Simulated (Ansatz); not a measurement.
Reactions of BClFHSe, SMILES `FB(Cl)[SeH]`.

Gas-phase electronic energies from Ansatz, PBE0-D4/def2-TZVP geometries. CCSD(T)/CBS is the MP2 limit (def2-TZVPP, def2-QZVPP) plus CCSD(T) − MP2 in def2-TZVPP, frozen cores. This one scheme is used for every species. DFT in def2-TZVPP. B3LYP here is the variant with VWN-RPA as its local correlation; programs differ in this. For Br, Sc, Se outer-core shells are correlated without core-valence functions, which leaves a few kJ/mol of doubt a bond. Scalar relativity is left out up to krypton. One conformer a species, not always the lowest.

| reaction | CCSD(T)/CBS(def2) (kcal/mol) |
| --- | --- |
| `FB(Cl)[SeH]` + silanol → `FB(Cl)O[SiH3]` + H₂Se | ? |
| `FB(Cl)[SeH]` + `[CH3][Sc]([F])[F]` → `CB(Cl)[SeH]` + `[F][Sc]([F])[F]` | -29.6 |
| `FB(Cl)[SeH]` + `N=C=O` → `O=C=NB(F)Cl` + H₂Se | -9.3 |
| `FB(Cl)[SeH]` + HBr → `FB(Cl)Br` + H₂Se | -1.8 |

(1) Fill in the missing values. (An estimate is asked.)

Largest T1 diagnostic: 0.018, for `N=C=O`.

Answers

(1) Ansatz gave: `FB(Cl)[SeH]` + silanol → `FB(Cl)O[SiH3]` + H₂Se: -17.5 kcal/mol.
